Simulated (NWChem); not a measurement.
CdH₂O; SMILES [OH][CdH]

All runs: NWChem. def2 effective core potentials on Cd; no spin-orbit coupling. Each level has its own optimisation; frequencies are unscaled.

For level LDA (Slater exchange, VWN5)/def2-SVP:

highest harmonic frequency (cm⁻¹): 3749
lowest (cm⁻¹): 480

Question: What are these values for level PBE0/def2-TZVP?

Answer: The highest harmonic frequency (cm⁻¹) comes out as 3904 and the lowest (cm⁻¹) comes out as 464.
